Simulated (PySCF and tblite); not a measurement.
The numbers below are computed, except where a source is named.
C7H5NO2, numbered as in [CH:1]#[C:2][c:3]1[cH:4][c:5]([OH:6])[cH:7][cH:8][n+:9]1[O-:10]. Free energies: OLYP-D3(BJ)/pcSseg-1 (IEF-PCM, water) on GFN2-xTB structures plus GFN2-xTB thermal terms, symmetry and mirror images included. Conformers within 2.5 kcal/mol (GFN2-xTB free energy) were kept, 4 at most. GIAO shieldings: OLYP/pcSseg-1 (IEF-PCM, water). Shifts are against TMS (¹H), TMS (¹³C) at the same level. Programs: PySCF with density fitting and tblite.

Torsions listed: C4–C5–O6–H6.

| conformer | shape | point group | mirror pair | ΔE(DFT) | Δ(G−E) at 350 K | δ C7 (ppm) |
| --- | --- | --- | --- | --- | --- | --- |
| 1 | 0° | Cs | no | 0.00 | 0.00 | 114.6 |
| 2 | 180° | Cs | no | 0.13 | -0.01 | 115.6 |

Energies in kcal/mol; the thermal term leaves out symmetry numbers and mirror images.

(1) Work out the weights at 350 K and the ¹³C shift of C7 under fast exchange.

Other tautomers (keto or thione forms) aren't considered and may dominate.

Results:

(1) RT = 0.696 kcal/mol. Each conformer gets RT ln(σ/g), with σ the rotational symmetry number and g = 2 for a mirror pair: 1: σ = 1, g = 1, G = 0.00 + 0.00 + 0.00 = 0.00, 0.00 above the lowest, exp(−ΔG/RT) = 1.000; 2: σ = 1, g = 1, G = 0.13 − 0.01 + 0.00 = 0.13, 0.13 above the lowest, exp(−ΔG/RT) = 0.835. The sum is 1.835, so the weights are 54.5, 45.5 %. The averaged shift is 115.1 ppm. At 298.15 K it is 115.1 ppm. At 298.15 K the leading conformer alone gives 114.6 ppm and bare DFT energies give 115.1 ppm.


Conformer gaps in pcSseg-1 on xTB geometries can be 2 kcal/mol off for S=O, P=O and other polar bonds.